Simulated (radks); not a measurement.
Results of a calculation; reference values are marked as such.
Task: B0.625+, 4.375 electrons, occupied as [He] 2s(up 1, down 0.375) 2p1 (fractional occupations, a model configuration). Code: a radial shooting solver on a logarithmic mesh with Libxc functionals. Model: scalar-relativistic Kohn-Sham, LDA (Slater exchange, Perdew-Wang correlation), spin-polarised, spherical densities, point nucleus; open shells are filled with parallel spins first. Some entries of the table are withheld. Estimate them.

| orbital | occ. | eigenvalue (eV) | <1/r> (bohr^-1) | <r> (bohr) |
|---|---|---|---|---|
| 1s up | 1 | -186.5473 | 4.617 | (1) |
| 1s down | 1 | -185.7475 | 4.625 | (2) |
| 2s up | 1 | (3) | 0.7880 | 1.825 |
| 2s down | 0.375 | (4) | 0.7527 | 1.911 |
| 2p up | 1 | -10.3808 | 0.6861 | 1.914 |
| 2p down | 0 | -8.0452 | 0.6405 | 2.095 |

Result: 
(1) 1s up <r> (bohr): 0.3324
(2) 1s down <r> (bohr): 0.3313
(3) 2s up eigenvalue (eV): -16.3370
(4) 2s down eigenvalue (eV): -13.8135
